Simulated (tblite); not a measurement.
Compound: ClH4OSi2 (charge -1).
Cartesian coordinates in Å at the GFN2-xTB level; atoms count from 1:
```xyz
8
ClH4OSi2 angstrom
Si    -1.2055    0.0968    0.3089
O      0.1113   -0.5676   -0.2412
Si     1.8184   -0.6905   -0.1540
Cl     2.1744   -0.4725    2.0631
H     -1.7018   -0.5962    1.5082
H     -2.1901   -0.0489   -0.7836
H     -1.1007    1.5333    0.6275
H      2.1030    0.7550   -0.3993
```

Computed values, GFN2-xTB/tblite, gas phase, harmonic and unscaled. Errors from tens to a few hundred cm⁻¹ against measured bands are possible. Modes of hydrogen on silicon can be 10 to 20 % off. One conformer, not necessarily the lowest.

Harmonic wavenumbers (cm⁻¹): 26.8, 55.5, 104.8, 169.0, 251.5, 467.0, 609.3, 638.1, 677.8, 736.7, 809.6, 833.8, 861.8, 1089.3, 1914.6, 2091.5, 2122.4, 2174.3.

A = 6090, B = 1794, C = 1434 MHz; mass 110.949 u (most abundant isotopes); point group C1, symmetry number 1.

Task: Zero-point energy?

Result: ½Σν̃ = 7817 cm⁻¹ = 22.35 kcal/mol.

Task: What is S at 298.15 K and 1 bar for an ideal gas of classical rigid rotors and harmonic oscillators?

Result: Translation 40.05, rotation 27.42, vibration 20.97: S = 88.4 cal/(mol K).

Task: And Cp and H(298.15 K) − H(0)?

Result: Cp = 24.53 cal/(mol K), of which vibrations give 16.58 (their classical limit is 18 R = 35.8); H(298.15 K) − H(0) = 5.21 kcal/mol without the zero-point energy, 2.84 from vibrations.

Task: Blend soft modes into free rotors: weight 1/[1 + (100 cm⁻¹/ν̃)⁴] for the oscillator and the rest for a rotor with moment μB/(μ + B), μ = h/(8π²ν), B = 10⁻⁴⁴ kg m². What vibrational entropy results?

Result: 17.77 cal/(mol K) in place of 20.97, which changes −T·S at 298.15 K by +0.96 kcal/mol.

Task: Which modes carry the vibrational entropy at 298.15 K?

Result: 26.8 cm⁻¹: 6.05; 55.5 cm⁻¹: 4.61; 104.8 cm⁻¹: 3.36; 169.0 cm⁻¹: 2.45; 251.5 cm⁻¹: 1.72; 467.0 cm⁻¹: 0.75 cal/(mol K); the other 12 give 2.03 together.

Task: How do the functions run with temperature in this model?

Result: 
| T (K) | S (cal/(mol K)) | Cp (cal/(mol K)) | H − H(0) (kcal/mol) | G − H(0) (kcal/mol) | ln q(vib) |
| --- | --- | --- | --- | --- | --- |
| 50 | 57.6 | 12.9 | 0.52 | -2.36 | 0.91 |
| 100 | 67.4 | 15.6 | 1.24 | -5.50 | 2.11 |
| 373.15 | 94.3 | 27.3 | 7.16 | -28.01 | 6.93 |
| 500 | 102.8 | 30.8 | 10.85 | -40.53 | 8.77 |
| 750 | 116.2 | 35.3 | 19.17 | -67.97 | 11.96 |
| 1000 | 126.7 | 38.0 | 28.36 | -98.38 | 14.71 |

q(vib) and H(0) count from the zero-point level.

Hindered rotation and anharmonicity are outside this model. Other conformers, if any are populated, would add a mixing term that is left out. The structure is chiral; the term R ln 2 for an equal mix with its mirror image is left out.
